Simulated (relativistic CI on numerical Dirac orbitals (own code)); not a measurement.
**Au⁵⁺ (5d6) in a crystal field**

Calculated by Dirac-Coulomb-Breit CI, KLI orbitals optimised for each configuration, model QED (radiative potential, 1s self-energy scaled to tabulated hydrogen-like ionisation energies), valence Slater integrals scaled by 0.65, one configuration in a parametric crystal field (own radial code).

Field parameters in Wybourne normalisation: Oh B⁴₀ = 21Dq, B⁴₄ = √(5/14) B⁴₀. The field is a parameter set, without covalency.

S is read from ⟨S²⟩ = S(S + 1).

Levels (cm⁻¹, degeneracy): 0 (1), 2296 (2), 2851 (3), 3876 (3), 7024 (3), 12067 (3), 12635 (2), 13385 (1), 15271 (3), 16977 (3), 17067 (2), 18297 (1).

(1) Which field gives this pattern?
A. Oh, 10Dq = 10000 cm⁻¹
B. Oh, 10Dq = 33950 cm⁻¹
C. Oh, 10Dq = 41950 cm⁻¹
D. Oh, 10Dq = 25950 cm⁻¹

Answers

(1) A. Oh, 10Dq = 10000 cm⁻¹, ground level with S = 1.17.
